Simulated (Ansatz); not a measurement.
System: GaN2H5, charge 0, singlet. GaN2H5 (SMILES [NH2][GaH][NH2]).
B3LYP-D3(BJ)/def2-TZVP minimum from Ansatz (a program for electronic structure):
```
Ga
N 1 1.8259
H 2 1.0056 1 123.22
H 2 1.0061 3 112.00 1 -174.38
N 1 1.8259 2 116.79 3 -176.51
H 5 1.0056 1 123.22 2 -176.51
H 5 1.0061 6 112.00 1 -174.38
H 1 1.5530 2 121.60 3 3.49
```
Charge 0, spin multiplicity 1.

Atomisation energy term by term, kcal/mol (programs: Ansatz). Open shells are spin-unrestricted; no spin-orbit coupling. Correlated methods leave the cores frozen (noble-gas shells, and filled d and f shells in the p block). No relativity. CBS(X,Y): correlation extrapolated as X^-3, Hartree-Fock from the larger set. A bracket is a step between two methods taken in the basis named. For partners of very few electrons the exact lower level stands in for a higher one.

```
term                               basis  kcal/mol
------------------  --------------------  --------
Hartree-Fock                     cc-pVQZ    389.45
CCSD correlation    CBS(cc-pVTZ,cc-pVQZ)    187.77
(T)                 CBS(cc-pVTZ,cc-pVQZ)     10.38
CCSDT(Q) - CCSD(T)               cc-pVDZ      0.85
sum: De                                      588.5
```
